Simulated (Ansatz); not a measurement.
This geometry of FH4NSeSi (8 atoms, charge 0, multiplicity 1) is a first-order saddle point.

Method: Ansatz 0.2.0, RKS PBE0/def2-SVP.

```xyz
8
Properties=species:S:1:pos:R:3
N -0.235 1.266 -0.136
Si 0.576 -0.185 0.244
F 0.425 -0.473 1.837
Se -0.154 -2.070 -0.815
H -1.242 1.369 -0.136
H 0.232 1.995 -0.660
H 2.007 -0.028 -0.109
H -1.518 -1.930 -0.281
```

Which two structures does it join? (They come from a converged band through this point; their orientation in space is the band's.)

No bond is made or broken. The dihedral H5–N1–Si2–Se4 goes from -38 to 165°. The two ends are copies of one structure, up to a mirror image or an exchange of like atoms.

Image 0:

```xyz
8
Properties=species:S:1:pos:R:3
N -0.352 1.118 -0.257
Si 0.652 -0.196 0.167
F 0.896 -0.055 1.767
Se -0.375 -2.122 -0.438
H -0.889 1.121 -1.114
H -0.193 2.050 0.111
H 2.015 -0.288 -0.421
H -1.661 -1.685 0.129
```

Image 6:

```xyz
8
Properties=species:S:1:pos:R:3
N -0.354 1.117 -0.254
Si 0.652 -0.196 0.167
F 0.899 -0.055 1.767
Se -0.373 -2.123 -0.438
H -0.196 2.048 0.115
H -0.890 1.120 -1.113
H 2.014 -0.286 -0.423
H -1.660 -1.684 0.123
```

How far does it lie above each of them?

5.8 kJ/mol above the first and 5.8 kJ/mol above the second. This is the barrier of this one path; another mechanism may lie lower.

Time of the run: 3.8 min on 2 threads of Arm Neoverse N1, with other jobs on the host, peak memory 0.23 GiB.
